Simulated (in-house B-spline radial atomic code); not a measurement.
Checks on a self-consistent run for Eu II (Eu+), [Xe] 4f7 9d1. Level of theory: Dirac-Hartree-Fock, average of configuration, Fermi nucleus of rms radius 5.1115 fm; calculated with an all-electron radial atomic-structure program (B-spline basis).

```tsv
orbital	q	ε (Eh)	<1/r>	<r²>	small-component weight
1s1/2	2	-1793.97497	70.2186	0.000679097	0.054968
2s1/2	2	-299.23726	16.7406	0.0106051	0.012137
2p1/2	2	-283.19187	16.6773	0.00774273	0.012139
2p3/2	4	-259.30950	14.8144	0.00897474	0.011288
3s1/2	2	-68.02613	6.11139	0.0705643	0.0038464
3p1/2	2	-61.08764	6.01397	0.0660447	0.0037741
3p3/2	4	-56.11829	5.54725	0.0730371	0.0035426
3d3/2	4	-44.27296	5.40746	0.0586434	0.0034016
3d5/2	6	-43.20535	5.29059	0.0606055	0.0033336
4s1/2	2	-14.69573	2.52136	0.361827	0.0011838
4p1/2	2	-11.94552	2.41237	0.383221	0.0011084
4p3/2	4	-10.84129	2.26347	0.420297	0.0010346
4d3/2	4	-6.26476	2.03582	0.49096	0.00086632
4d5/2	6	-6.06315	1.99653	0.506665	0.00084384
5s1/2	2	-2.46455	0.934363	2.22789	0.00022809
5p1/2	2	-1.63624	0.828324	2.80408	0.00018371
5p3/2	4	-1.48658	0.776057	3.13203	0.0001645
4f5/2	3	-0.88613	1.45168	1.07904	0.0004835
4f7/2	4	-0.86284	1.43421	1.11327	0.0004742
9d3/2	0.4	-0.04582	0.046431	1101.85	2.202e-06
9d5/2	0.6	-0.04564	0.046168	1110.87	2.164e-06
```

Electron-electron repulsion V_ee = 3958.5121 hartree.

**Question.** What total energy follows from the eigenvalues?

**Answer.** The eigenvalues count the repulsion twice, so E = Σqε - V_ee = -6887.460 - 3958.512 = -10845.972 hartree; the run printed -10845.972.

**Question.** Does the Dirac virial theorem hold?

**Answer.** For a point nucleus E = -2c²Σq·w, with w the small-component weight. Here Σq·w = 0.28875 and c = 137.0360, so the ratio E/(-2c²Σq·w) is 1.000125; the finite nucleus accounts for the departure from 1.

**Question.** What diamagnetic shielding (Lamb formula) and susceptibility (Langevin formula) do the radii give?

**Answer.** σ = (α²/3)Σq<1/r> = 422.155/(3·137.036²) = 7493.4 ppm, and χ = -0.79199×10⁻⁶·Σq<r²> = -908.4×10⁻⁶ cm³/mol with Σq<r²> = 1147 bohr². Both are non-relativistic formulas without the paramagnetism of open shells; for so heavy an element the full relativistic shielding is larger by tens of per cent.
